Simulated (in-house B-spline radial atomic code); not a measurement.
Values are calculated unless marked as measured or tabulated.
## C6 from the polarisability at imaginary frequency: the ytterbium ion Yb²⁺

LDA exchange-only linear response of the closed shell [Xe] 4f14, from an all-electron radial atomic-structure program (B-spline basis); scalar-relativistic (spin-free one-electron X2C), finite nucleus, no spin-orbit coupling; shells from n = 3 respond.

The dispersion coefficient of two like species is C6 = (3/π) ∫ α(iu)² du from 0 to ∞.

| u (hartree) | α(iu) (bohr³) |
| --- | --- |
| 0 | 8.227 |
| 0.156 | 6.868 |
| 0.364 | 5.392 |
| 0.624 | 4.45 |
| 1.04 | 3.368 |
| 1.56 | 2.424 |
| 2.34 | 1.585 |
| 3.64 | 0.9222 |
| 5.2 | 0.5726 |
| 7.79 | 0.3237 |
| 13 | 0.1507 |
| 26 | 0.04983 |

(1) Fit one oscillator, α(iu) = α(0)/(1 + u²/ω²), through u = 0.156 and estimate C6.

(2) How does that compare with the full integral?

## Answers

(1) From α(0)/α(iu) − 1 = 8.227/6.868 − 1 = 0.1979, ω = u/√0.1979 = 0.3507 hartree (9.5 eV). London's formula gives C6 = (3/4) α(0)² ω = 0.75 × 8.227² × 0.3507 = 17.8 hartree·bohr⁶, and the oscillator holds f = α(0) ω² = 1.01 electrons, of a sum of oscillator strengths of 61.7.

(2) The program's quadrature over all excitations gives C6 = 38.54, so the single oscillator is off by -53.8 %. At the last point the fit gives α = 0.0015 against 0.0498: higher excitations, and deeper shells where there are any, keep the true curve higher at large u.
